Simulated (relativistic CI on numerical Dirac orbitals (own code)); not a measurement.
**Radial parameters of Sm⁴⁷⁺**

These numbers are calculated, not measured: Dirac-Coulomb-Breit CI, KLI orbitals optimised for each configuration, QED by a radiative potential, unscaled Slater integrals (own radial code, finite nucleus).

Slater integrals F^k, G^k are unscaled and averaged over j, outside the closed core [Ne]; ζ comes from projecting the Hamiltonian with its Breit term on Σ l·s of the shell.

- 3s²3p³: F^2(3p,3p) = 435830, ζ(3p) = 829840 cm⁻¹; <r>(3p) = 0.2255, <r^2>(3p) = 0.05879 (bohr units).
- 3s3p⁴: F^2(3p,3p) = 435610, G^1(3s,3p) = 550110, ζ(3p) = 829620 cm⁻¹; <r>(3s) = 0.232, <r^2>(3s) = 0.06137, <r>(3p) = 0.2256, <r^2>(3p) = 0.05885 (bohr units).
- 3s²3p²3d: F^2(3p,3p) = 435480, ζ(3p) = 829000, F^2(3p,3d) = 438910, G^1(3p,3d) = 455040, G^3(3p,3d) = 307920, ζ(3d) = 112710 cm⁻¹; <r>(3p) = 0.2257, <r^2>(3p) = 0.05889, <r>(3d) = 0.1992, <r^2>(3d) = 0.04573 (bohr units).

Averages of the first 10 configurations, taken without configuration mixing, which lowers the lowest level and can move excited configurations by several eV; other configurations of the list can lie among them:

| Configuration | Parity | States | Average energy above the lowest level (eV) |
| --- | --- | --- | --- |
| 3s²3p³ | odd | 20 | 159.5 |
| 3s3p⁴ | even | 30 | 407.2 |
| 3s²3p²3d | even | 150 | 420.5 |
| 3p⁵ | odd | 6 | 673.9 |
| 3s3p³3d | odd | 400 | 660.2 |
| 3p⁴3d | even | 150 | 918.8 |
| 3s3p²3d² | even | 1350 | 920.5 |
| 3s²3p3d4p | even | 360 | 2277.3 |
| 3p⁴4s | even | 30 | 2419.2 |
| 3s3p²3d4s | even | 600 | 2410.0 |
